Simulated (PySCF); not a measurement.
## From computed data to an observable: oscillator strength and radiative lifetime

InHI2, SMILES [I][InH][I].

Geometry: r2SCAN-D4/def2-SVP. The def2 effective core potentials stand for the cores of I, In; spin–orbit coupling is left out.

TDA-PBE0/def2-SVPD (PySCF) puts the first singlet state with f over 0.02 at 4.40 eV (vertical), with the transition dipole (0.000, 0.000, -0.474) in atomic units.

**Question.** Find the oscillator strength, the wavelength and the radiative lifetime that this transition would have in vacuum if emission retraced absorption.

**Answer.** 
|μ|² = 0.2247 au, so |μ| = 1.20 D. ΔE = 4.40/27.211 = 0.1617 hartree. f = (2/3) ΔE |μ|² = 0.024 (the program prints 0.024).
λ = 1239.84/4.40 = 282 nm; ν = 35488 cm⁻¹.
Einstein's coefficient A = 0.6670 ν² f s⁻¹ (ν in cm⁻¹) = 2.0e7 s⁻¹, so τ = 1/A = 49 ns. This state is S5; the lower singlets have f = 0.019, 0.000, 0.000, 0.000. The figure is the radiative limit of this one transition; relaxation, internal conversion, crossing to triplets and a medium change what is measured.
